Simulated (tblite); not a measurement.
Br5Ta (SMILES [Br][Ta]([Br])([Br])([Br])[Br]), singlet, at a GFN2-xTB geometry (such geometries of metal compounds can be far from the true shape); GFN1-xTB run with tblite 0.6.0.

Here is a job for tblite.
```
$ tblite run mol.xyz --method gfn1 --charge 0 --spin 0 --guess eeq --json tblite.json --no-restart

# file mol.xyz
6

Ta     0.00000000    -0.00000000    -0.00000000
Br     1.78704776    -0.53182548     1.65658392
Br    -1.78704776     0.53182548    -1.65658392
Br     0.39949479     2.38404800     0.33441180
Br     1.23333407    -1.21431136    -1.72030440
Br    -1.63282886    -1.16973665     1.38589260
```

What the program printed (banner, timings and long lists left out):

```
xTB calculator
 | screened Coulomb repulsion
 | Coulomb electrostatics
 |  * isotropic Klopman-Ohno-Mataga-Nishimoto electrostatics
 |  * onsite third-order electrostatics
 | DFT-D3(BJ) dispersion correction

halogen bonding energy    0.0000000000000E+00 Eh
repulsion energy          5.9207677034430E-02 Eh
dispersion energy        -5.4699439958044E-03 Eh
number of electrons       4.0000000000000E+01 e
integral cutoff           3.6814730210589E+01 bohr

------------------------------------------------------------
  cycle        total energy    energy error   density error
------------------------------------------------------------
      1     -21.55381114053  -2.1607549E+01   3.5495594E-01
      2     -21.55576677336  -1.9556328E-03   2.2270563E-01
      3     -21.56103261517  -5.2658418E-03   1.4844802E-01
      4     -21.58066982931  -1.9637214E-02   5.5745678E-02
      5     -21.58987593650  -9.2061072E-03   1.4467105E-02
      6     -21.58997415031  -9.8213813E-05   9.6396130E-03
      7     -21.59003626130  -6.2110990E-05   3.6083369E-04
      8     -21.59003679126  -5.2995814E-07   2.0693833E-05
      9     -21.59003679136  -9.5877084E-11   1.7508730E-05
------------------------------------------------------------

electronic energy        -2.1643774524397E+01 Eh
total energy             -2.1590036791358E+01 Eh

Post processing:
 | Mayer-Wiberg bond orders

[Info] JSON dump of results written to 'tblite.json'
```
